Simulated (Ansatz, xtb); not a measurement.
Stretching the Be1–H2 bond in BeH2O (SMILES [BeH][OH]) (multiplicity 1 held, fragments rigid). Energies count from the point at 1.328 Å.
Geometry at that point (charge 0, multiplicity 1):
```xyz
4

Be    -0.7841    -0.3530     0.0298
H     -1.9953    -0.8949     0.0798
O      0.5111     0.1852    -0.0736
H      1.0425     0.8250     0.3897
```

Unrestricted levels (U-) break spin symmetry where that is lower. Levels need not reach the same state.

Cores are frozen in the correlated methods.

Codes used: Ansatz (a first-principles code) with Gaussian orbitals; xtb for the GFN methods. Values without a source in brackets are computed. The GFN methods have no spin term and hold the electronic entropy of 300 K.

One of these levels gives 3.133 eV for the energy at R = 4.249 Å. Name it.
(A) U-MP2/aug-cc-pVDZ
(B) GFN2-xTB
(C) U-HF/aug-cc-pVDZ

C, U-HF/aug-cc-pVDZ. The others give 4.923 (GFN2-xTB), 3.784 (U-MP2/aug-cc-pVDZ)

Doubts at one or more of the structures used: a spin-contaminated determinant (U-HF/aug-cc-pVDZ, U-MP2/aug-cc-pVDZ).
